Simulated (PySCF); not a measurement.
Ga(NH2)3 (GaH6N3), SMILES [NH2][Ga]([NH2])[NH2].

Geometry optimised at PBE-D3(BJ)/def2-SVP. The structure was generated by enumeration; whether it is a known compound was not checked. One conformer was computed; it need not be the lowest.

These are PBE-D3(BJ)/def2-SVP in PySCF values and carry that method's errors.

Frequencies are harmonic and unscaled.

Computed vibrational spectrum:
```tsv
mode	ν (cm⁻¹)	IR (km/mol)	moving atoms (share of kinetic energy)
1	111	28.2	H 80 %, N 18 %
2	159	2.7	N 59 %, H 27 %, Ga 14 %
3	164	0.4	N 44 %, H 44 %, Ga 12 %
4	182	5.8	N 48 %, Ga 40 %, H 12 %
5	269	15.6	H 97 %
6	280	33.7	H 96 %
7	319	77.6	H 76 %, N 23 %
8	344	387.0	H 79 %, N 20 %
9	388	11.2	H 73 %, N 27 %
10	628	1.1	N 80 %, H 20 %
11	680	0.7	H 89 %, N 11 %
12	688	53.8	N 61 %, Ga 23 %, H 16 %
13	689	49.0	N 60 %, Ga 22 %, H 18 %
14	793	64.0	H 82 %, N 15 %
15	794	63.6	H 81 %, N 16 %
16	1479	16.7	H 90 %, N 10 %
17	1485	28.3	H 90 %, N 10 %
18	1496	3.1	H 91 %, N 9 %
19	3476	5.6	H 96 %
20	3480	12.8	H 96 %
21	3481	4.6	H 96 %
22	3573	10.4	H 91 %, N 9 %
23	3579	14.3	H 91 %, N 9 %
24	3579	4.6	H 91 %, N 9 %
```
